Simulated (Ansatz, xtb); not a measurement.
Pulling on the C1–N2 bond in CH3N (SMILES C=N) (multiplicity 1 held, fragments rigid). Energies count from the point at 1.263 Å.
Geometry at that point (charge 0, multiplicity 1):
```csv
atom,x (Å),y (Å),z (Å)
C,-0.5574,0.1786,0.0105
N,0.6030,-0.3199,-0.0120
H,-1.4180,-0.4908,0.0213
H,-0.7786,1.2508,0.0202
H,1.3198,0.4081,-0.0201
```

Restricted levels (R-, RO-) in cc, def2 and unpolarised 6-31G sets keep to the state of the molecule at rest. U- levels take the lowest unrestricted solution at each point, which mixes spins at long bonds. Left out are points that failed, MP2 points that dive below the minimum, coupled-cluster points behind a jump of the amplitudes or a sharp parting from full CI or MRCI, small-basis points behind a change of solution, and semi-empirical points at long bonds. Levels need not reach the same state.

Correlated levels freeze the cores.

Codes used: Ansatz (Gaussian orbitals); xtb for the GFN methods. Values without a source in brackets are computed. The GFN methods have no spin term and hold the electronic entropy of 300 K.

Energies in kJ/mol.

| R (Å) | GFN2-xTB | U-HF/cc-pVDZ | U-MP2/cc-pVDZ | R-SCS-MP2/cc-pVDZ | U-CCSD/cc-pVDZ |
|---|---|---|---|---|---|
| 1.011 | 378 | 406 | 459 | 460 | 459 |
| 1.137 | 63 | 69 | 97 | 98 | 97 |
| 1.263 | 0 | 0 | 0 | 0 | 0 |
| 1.389 | 52 | 41 | 99 | 29 | 34 |
| 1.516 | 153 | 114 | 203 | 112 | 125 |
| 1.705 | 329 | 236 | 354 | 267 | 283 |
| 1.895 | 493 | 333 | 502 | 496 | 418 |
| 2.211 | 708 | 388 | 627 | 826 | 558 |
| 2.526 | 849 | 394 | 656 | 901 | 607 |
| 2.905 | 933 | 394 | 664 | 931 | 621 |
| 3.411 | 950 | 394 | 667 | 944 | 624 |
| 4.042 | left out | 394 | 668 | 949 | 626 |

Doubts at one or more of the structures used: a spin-contaminated determinant (U-HF/cc-pVDZ, U-MP2/cc-pVDZ, U-CCSD/cc-pVDZ); a restricted determinant that unrestricted orbitals would lower (R-SCS-MP2/cc-pVDZ); T1 above 0.05 (U-CCSD/cc-pVDZ); the program's own flag: large difference (U-CCSD/cc-pVDZ).

Ansatz is a quantum-chemistry and plane-wave program.
